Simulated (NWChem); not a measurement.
System: SiBr$_{4}$; SMILES Br[Si](Br)(Br)Br

Excerpt of the output:

```
             Northwest Computational Chemistry Package (NWChem) 7.3.0
             --------------------------------------------------------

                             Geometry "geometry" -> ""
                             -------------------------

 Output coordinates in angstroms (scale by  1.889725989 to convert to a.u.)

  No.       Tag          Charge          X              Y              Z
 ---- ---------------- ---------- -------------- -------------- --------------
    1 Br                  35.0000    -1.82944000    -1.26379400     0.07092200
    2 Si                  14.0000    -0.00001100     0.00000400     0.00001200
    3 Br                  35.0000     1.79996200    -1.30483600    -0.08126100
    4 Br                  35.0000     0.09072600     1.27611700     1.81999400
    5 Br                  35.0000    -0.06127800     1.29250000    -1.80963000

 Effective nuclear repulsion energy (a.u.)    1536.8622733877

                                 NWChem DFT Module
                                 -----------------

 Summary of "ao basis" -> "ao basis" (spherical)
 ------------------------------------------------------------------------------
       Tag                 Description            Shells   Functions and Types
 ---------------- ------------------------------  ------  ---------------------
 Br                          6-31g*                 12       32   5s4p3d
 Si                          6-31g*                  8       18   4s3p1d

 in cosmo_initialize ...
 calling solv_data for solv:acetone

 solvent parameters
 solvname_short: acetone
 solvname_long:  acetone
 dielec:       20.4930
 dielecinf:     1.8463
 nonaqueous SMD model solvent descriptors
 dielec:       20.4930
 sola:          0.0400
 solb:          0.4900
 solc:          0.0000
 solg:         33.7700
 solh:          0.0000
 soln:          1.3588

          ---------------
          -cosmo- solvent
          ---------------
 Cosmo: York-Karplus, doi: 10.1021/jp992097l
 dielectric constant -eps-     =  20.49
 screen = (eps-1)/(eps    )    =   0.95120
 surface charge correction     = lagrangian

   van der Waals surface
 --------------------------

 ---------- ATOMIC COORDINATES (A.U.) ------------ VDWR(ANG.) --
     1   -3.45714031   -2.38822437    0.13402315     3.060
     2   -0.00002079    0.00000756    0.00002268     2.470
     3    3.40143497   -2.46578250   -0.15356102     3.060
     4    0.17144728    2.41151146    3.43928996     3.060
     5   -0.11579863    2.44247084   -3.41970484     3.060
 number of segments per atom =        128
 number of   points per atom =        128
 atom (   nspa,  nppa )
 ----------------------
    1 (     76,     0 )       0
    2 (      0,     0 )       0
    3 (     75,     0 )       0
    4 (     76,     0 )       0
    5 (     76,     0 )       0
 number of -cosmo- surface points =      303
 molecular surface =    267.645 angstrom**2
 molecular volume  =    367.333 angstrom**3
 -lineq- algorithm             =   0
 -bem- low  level              =   3
 -bem- from -octahedral-
 gaussian surface charge width =   4.50000
 degree of switching           =   1.00000
 switching function tolerance  =   0.00010
 atomic radii =
 --------------
    1 35.000  3.060
    2 14.000  2.470
    3 35.000  3.060
    4 35.000  3.060
    5 35.000  3.060
 ...... end of -cosmo- initialization ......

 nat:                     5
 ixmem:                  1509
 calling mnsol_interface()
 G(SMD-CDS) energy (kcal/mol)  =    -6.410
 SMD-CDS SASA (angstrom**2)    =   182.416

            General Information
            -------------------
          SCF calculation type: DFT
          Wavefunction type:  closed shell.
          No. of atoms     :     5
          No. of electrons :   154
           Alpha electrons :    77
            Beta electrons :    77
          Charge           :     0
          Spin multiplicity:     1
          Use of symmetry is: off; symmetry adaption is: off
          Maximum number of iterations: 150
          AO basis - number of functions:   146
                     number of shells:    56
          Convergence on energy requested:  1.00D-06
          Convergence on density requested:  1.00D-05
          Convergence on gradient requested:  5.00D-04

              XC Information
              --------------
                         PBE0 Method XC Functional
                     Hartree-Fock (Exact) Exchange  0.250
          PerdewBurkeErnzerhof Exchange Functional  0.750
            Perdew 1991 LDA Correlation Functional  1.000 local
           PerdewBurkeErnz. Correlation Functional  1.000 non-local

             Grid Information
             ----------------
          Grid used for XC integration:  medium
          Radial quadrature: Mura-Knowles
          Angular quadrature: Lebedev.
          Tag              B.-S. Rad. Rad. Pts. Rad. Cut. Ang. Pts.
          ---              ---------- --------- --------- ---------
          Br                  1.15      112          11.0       590
          Si                  1.10       88           8.0       590
          Grid pruning is: on
          Number of quadrature shells:   536
          Spatial weights used:  Erf1

      Superposition of Atomic Density Guess
      -------------------------------------

 Sum of atomic energies:      -10577.16642165

      Non-variational initial energy
      ------------------------------

 Total energy =  -10578.283460
 1-e energy   =  -17796.287960
 2-e energy   =    5681.142226
 HOMO         =      -0.379629
 LUMO         =      -0.028224

   convergence    iter        energy       DeltaE   RMS-Dens  Diis-err
 ---------------- ----- ----------------- --------- --------- ---------
     COSMO gas phase
 d= 0,ls=0.0,diis     1 -10583.6240819337 -1.21D+04  1.43D-02  8.73D-01
 d= 0,ls=0.0,diis     2 -10583.4772266654  1.47D-01  9.29D-03  1.84D+00
 d= 0,ls=0.0,diis     3 -10583.7433055370 -2.66D-01  9.04D-04  1.33D-02
 d= 0,ls=0.0,diis     4 -10583.7452788255 -1.97D-03  1.37D-04  3.57D-04
 d= 0,ls=0.0,diis     5 -10583.7453214395 -4.26D-05  6.63D-06  8.68D-07
 d= 0,ls=0.0,diis     6 -10583.7453215151 -7.56D-08  2.40D-06  7.17D-08

   convergence    iter        energy       DeltaE   RMS-Dens  Diis-err
 ---------------- ----- ----------------- --------- --------- ---------
     COSMO solvation phase
 d= 0,ls=0.0,diis     1 -10583.7557613464 -1.04D-02  7.49D-05  1.02D-05
 d= 0,ls=0.0,diis     2 -10583.7557618412 -4.95D-07  2.74D-05  1.30D-05
 d= 0,ls=0.0,diis     3 -10583.7557638153 -1.97D-06  5.88D-06  4.45D-07
 d= 0,ls=0.0,diis     4 -10583.7557638870 -7.17D-08  1.08D-06  3.27D-08

         Total DFT energy =   -10583.755763886982
      One electron energy =   -17796.422489308788
           Coulomb energy =     6060.690926068016
    Exchange-Corr. energy =     -385.010819941924
 Nuclear repulsion energy =     1536.862273387684

             COSMO energy =        0.124345908032

 Numeric. integr. density =      154.000000611091

                                COSMO-SMD solvation results
                                ---------------------------

             internal energy in gas <Psi(g)|H|Psi(g)> =    -10583.745321515094
         internal energy in solvent <Psi(s)|H|Psi(s)> =    -10583.745318945133
                               delta internal energy  =         0.000002569961 (    0.00 kcal/mol)
   total free energy in solvent <Psi(s)|H+V/2|Psi(s)> =    -10583.745549461051
 polarization energy contribution <Psi(s)|V/2|Psi(s)> =        -0.000230515917 (   -0.14 kcal/mol)
    total free energy in solvent including G(SMD-CDS) =    -10583.755763886982
                       G(SMD-CDS) energy contribution =        -0.010214425931 (   -6.41 kcal/mol)
     1 M fixed-concentration free energy of solvation =        -0.010442371888 (   -6.55 kcal/mol)

                       DFT Final Molecular Orbital Analysis
                       ------------------------------------

 Vector   75  Occ=2.000000D+00  E=-3.231578D-01
              MO Center= -2.0D-01,  6.3D-03,  1.9D-01, r^2= 6.4D+00
   Bfn.  Coefficient  Atom+Function         Bfn.  Coefficient  Atom+Function
  ----- ------------  ---------------      ----- ------------  ---------------
    13      0.452476  1 Br pz                93      0.442365  4 Br px
   125     -0.362005  5 Br px                63     -0.350828  3 Br pz
     9     -0.200956  1 Br pz                89     -0.196466  4 Br px
    17      0.194511  1 Br pz                97      0.190162  4 Br px
   121      0.160776  5 Br px                59      0.155812  3 Br pz

 Vector   76  Occ=2.000000D+00  E=-3.231524D-01
              MO Center=  1.3D-01,  4.4D-01,  4.6D-02, r^2= 6.2D+00
   Bfn.  Coefficient  Atom+Function         Bfn.  Coefficient  Atom+Function
  ----- ------------  ---------------      ----- ------------  ---------------
    94      0.381430  4 Br py               126     -0.376551  5 Br py
    63      0.305433  3 Br pz               127     -0.266108  5 Br pz
    95     -0.259498  4 Br pz                13      0.220041  1 Br pz
    90     -0.169402  4 Br py               122      0.167235  5 Br py
    98      0.163955  4 Br py               130     -0.161860  5 Br py

 Vector   77  Occ=2.000000D+00  E=-3.231520D-01
              MO Center=  7.5D-02, -4.5D-01, -2.3D-01, r^2= 6.2D+00
   Bfn.  Coefficient  Atom+Function         Bfn.  Coefficient  Atom+Function
  ----- ------------  ---------------      ----- ------------  ---------------
    12      0.378941  1 Br py                62     -0.374028  3 Br py
   125      0.341053  5 Br px                61     -0.262346  3 Br px
    11     -0.260477  1 Br px                63      0.195126  3 Br pz
    93      0.181585  4 Br px                 8     -0.168296  1 Br py
    58      0.166115  3 Br py                16      0.162888  1 Br py

 Vector   78  Occ=0.000000D+00  E=-8.094428D-02
              MO Center= -3.5D-05,  1.9D-05, -3.9D-06, r^2= 6.1D+00
   Bfn.  Coefficient  Atom+Function         Bfn.  Coefficient  Atom+Function
  ----- ------------  ---------------      ----- ------------  ---------------
    42      1.452084  2 Si s                 38      0.667336  2 Si s
    15     -0.348122  1 Br px                99      0.346324  4 Br pz
    14     -0.343652  1 Br s                 64     -0.343602  3 Br s
   131     -0.344356  5 Br pz                65      0.342495  3 Br px
    96     -0.343636  4 Br s                128     -0.343636  5 Br s

 Vector   79  Occ=0.000000D+00  E=-1.455933D-02
              MO Center= -8.4D-03,  6.7D-03,  1.2D-03, r^2= 5.3D+00
   Bfn.  Coefficient  Atom+Function         Bfn.  Coefficient  Atom+Function
  ----- ------------  ---------------      ----- ------------  ---------------
    43      1.212551  2 Si px                64     -0.862343  3 Br s
    44     -0.790623  2 Si py                65      0.543022  3 Br px
    39      0.521704  2 Si px                66     -0.413701  3 Br py
    16      0.396706  1 Br py                40     -0.340136  2 Si py
    14      0.326487  1 Br s                128      0.322988  5 Br s

 Vector   80  Occ=0.000000D+00  E=-1.455346D-02
              MO Center= -5.9D-05, -9.2D-03,  4.3D-04, r^2= 5.3D+00
   Bfn.  Coefficient  Atom+Function         Bfn.  Coefficient  Atom+Function
  ----- ------------  ---------------      ----- ------------  ---------------
    45      1.444987  2 Si pz               128      0.714658  5 Br s
    96     -0.690886  4 Br s                 41      0.621758  2 Si pz
   130     -0.477888  5 Br py                98      0.473513  4 Br py
   131      0.353888  5 Br pz                99      0.334966  4 Br pz
    17     -0.324384  1 Br pz                67     -0.324923  3 Br pz

     Multipole analysis of the density
     ---------------------------------

     L   x y z        total         alpha         beta         nuclear
     -   - - -        -----         -----         ----         -------
     0   0 0 0     -0.000000    -77.000000    -77.000000    154.000000

     1   1 0 0      0.000195      0.001235      0.001235     -0.002275
     1   0 1 0      0.000006      0.000380      0.000380     -0.000754
     1   0 0 1      0.000002     -0.000985     -0.000985      0.001971

     2   2 0 0    -63.326619   -444.040003   -444.040003    824.753387
     2   1 1 0      0.000547      0.003070      0.003070     -0.005593
     2   1 0 1     -0.000000      0.000186      0.000186     -0.000372
     2   0 2 0    -63.326954   -444.046607   -444.046607    824.766260
     2   0 1 1      0.000053      0.001277      0.001277     -0.002501
     2   0 0 2    -63.326474   -444.044434   -444.044434    824.762394
```

Level: PBE0/6-31G* (spherical d), SMD on the gas-phase geometry. The geometry was optimised at B3LYP/6-31G* (spherical d). Solvent: acetone.

Q: Which NWChem input produces such a log?

A: Several could match; the one computed here: the input that was run:
```
start job
memory heap 200 mb stack 900 mb global 1100 mb
geometry units angstroms noautosym nocenter noautoz
  Br    -1.829440    -1.263794     0.070922
  Si    -0.000011     0.000004     0.000012
  Br     1.799962    -1.304836    -0.081261
  Br     0.090726     1.276117     1.819994
  Br    -0.061278     1.292500    -1.809630
end
basis spherical
  * library 6-31g*
end
dft
  xc pbe0
  iterations 150
end
cosmo
  do_cosmo_smd true
  solvent acetone
end
task dft energy
```
